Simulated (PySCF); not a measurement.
One entry of a table of gas-phase calculations, keyed by method.

```json
{
 "formula": "C6H11O",
 "smiles": "CC(C)(C)CC#[O+]",
 "charge": 1,
 "multiplicity": 1,
 "geometry_level": "PBE0-D3(BJ)/def2-SVP",
 "electronic_structure_code": "PySCF",
 "results": {
  "PBE0-D3(BJ)/def2-SVP geometry optimisation, gas phase": {
   "point_group": "Cs",
   "rotational_constants_GHz": [4.255, 1.695, 1.677]
  },
  "PBE0/def2-SVPD ground state and vertical TDDFT (core frozen in the response)": {
   "homo_eV": -14.21,
   "lumo_eV": -7.48,
   "S1_eV": 5.5,
   "strongest_line_of_6_singlets_eV": 6.04,
   "polarisability_au": 70.1,
   "r2_bohr2_about_centre_of_nuclear_charge": 829.5,
   "singlets_eV_and_f": [
    [5.5, 0.001],
    [5.54, 0.001],
    [5.69, 0.001],
    [5.72, 0.0],
    [5.77, 0.0],
    [6.04, 0.1]
   ]
  }
 }
}
```

S1 lies 1.23 eV below the HOMO–LUMO gap. The principal polarisabilities are 62.4, 64.2 and 83.7 au; their mean is the isotropic value. No computed singlet falls in the visible range (750 to 380 nm, 1.65 to 3.26 eV); S1 lies 2.24 eV above its blue end. With B = h/(8π²I), that is 505.379 GHz u Å² over I, the principal moments of inertia are 118.8, 298.1 and 301.4 u Å² (most abundant isotopes). The polarisability is 10.39 Å³ as a volume (1 au = 0.148185 Å³), or 1.30 au for each of the 54 electrons.

Shape of the structure used: `[CH3:1][C:2]([CH3:3])([CH3:4])[CH2:5][C:6]#[O+:7]`: C1–C2–C5–C6 -60°.
